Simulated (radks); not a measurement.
Problem. Ionisation of neutral copper, [Ar] 3d10 4s1, to [Ar] 3d10 as the strength of local exchange is varied. All-electron calculation, non-relativistic Kohn-Sham, Slater X-alpha exchange (alpha = 2/3 is LDA exchange), no correlation, spin-polarised, spherical densities, point nucleus; open shells are filled with parallel spins first. Program: a radial shooting solver on a logarithmic mesh with Libxc functionals.

alpha  E(Cu) (hartree)  exchange (hartree)  IE (eV)  -e of the level emptied (eV)  <r> of it (bohr)
0.558      -1625.20784           -51.33003    6.964                    3.721 (4s)             3.103
0.667      -1635.27008           -61.78997    7.577                    4.324 (4s)             3.012
0.883      -1655.41844           -82.93013    8.877                    5.652 (4s)             2.841
0.96       -1662.66765           -90.59751    9.366                    6.165 (4s)             2.784
1.003      -1666.73110           -94.90908    9.644                    6.460 (4s)             2.754
?          -1669.85693           -98.23239    9.860                    6.690 (4s)             2.730

Which alpha was used in the last row?

Solution. alpha = 1.036. NIST Atomic Spectra Database: 7.726 eV (measured). The Delta-SCF value meets it near alpha = 0.69.
